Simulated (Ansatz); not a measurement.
A calculation with Ansatz (development build ahead of 0.2.0).

```yaml
crystal:
  periodic: [false, false, false]
  atoms:
    - { symbol: Al, position_ang: [0.0, 0.0, 0.0] }
    - { symbol: Cl, position_ang: [1.34843, 1.34843, 1.34843] }
    - { symbol: Cl, position_ang: [1.34843, -1.34843, -1.34843] }
    - { symbol: Cl, position_ang: [-1.34843, 1.34843, -1.34843] }
    - { symbol: Cl, position_ang: [-1.34843, -1.34843, 1.34843] }
basis:
  gaussian: { orbitals: cc-pVTZ }
total_charge: -1
hamiltonian:
  xc: hf
correlation:
  method: mp2
  frozen_orbitals: { Al: 5, Cl: 5 }
```

The input is written out in the form of the current development build from the run's settings.

Results

```json
{
  "Converged": "yes",
  "Reference energy": "-2080.37904 hartree",
  "Correlation energy": "-0.83183 hartree",
  "Total energy": "-2081.21086 hartree",
  "Spin squared of the determinant": "0.000"
}
```

Caution: no unrestricted run beside it, a lower state can exist; no diffuse functions for an anion.
